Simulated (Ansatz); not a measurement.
`[OH][In-]([OH])([OH])[OH+][SiH3]`. The species carries charge 0 and has multiplicity 1. In: def2 effective core potential. All single points use the PBE0-D4/def2-TZVP geometry. It is one conformer, not always the lowest.

```xyz
13

O    -0.786    1.181    1.699
In   -1.092   -0.559    0.716
O    -1.888   -0.508   -1.102
O    -1.017   -2.228    1.771
O     1.039    0.189    0.156
Si    1.697    0.547   -1.339
H    -0.936    1.149    2.645
H    -2.125    0.385   -1.364
H    -1.393   -2.972    1.294
H     0.841    0.914    0.789
H     3.056    1.109   -1.143
H     1.753   -0.739   -2.065
H     0.852    1.531   -2.056
```

Question: What is the dipole moment at ωB97M-V/def2-TZVPP? (Estimate.)

Answer: The calculation gave: 1.77 D, with components (0.94, 1.41, -0.51) D in this frame, pointing from negative to positive charge.

Question: And with PBE, r2SCAN, B3LYP? (Estimate.)

Answer: Ansatz gave: PBE 1.64 D, r2SCAN 1.69 D, B3LYP 1.75 D.

Question: Give the Mulliken charges with ωB97M-V, B3LYP, PBE in def2-TZVPP. (Best estimate.)

Answer: Computed: 
| atom | ωB97M-V | B3LYP | PBE |
| --- | --- | --- | --- |
| O1 | -0.59 | -0.59 | -0.54 |
| In2 | 1.03 | 1.04 | 0.88 |
| O3 | -0.53 | -0.54 | -0.49 |
| O4 | -0.52 | -0.52 | -0.47 |
| O5 | -0.40 | -0.40 | -0.33 |
| Si6 | 0.32 | 0.42 | 0.36 |
| H7 | 0.18 | 0.19 | 0.19 |
| H8 | 0.17 | 0.17 | 0.18 |
| H9 | 0.17 | 0.18 | 0.18 |
| H10 | 0.21 | 0.21 | 0.20 |
| H11 | -0.02 | -0.05 | -0.05 |
| H12 | -0.01 | -0.05 | -0.04 |
| H13 | -0.02 | -0.06 | -0.05 |

B3LYP here is the variant with VWN-RPA as its local correlation; programs differ in this.
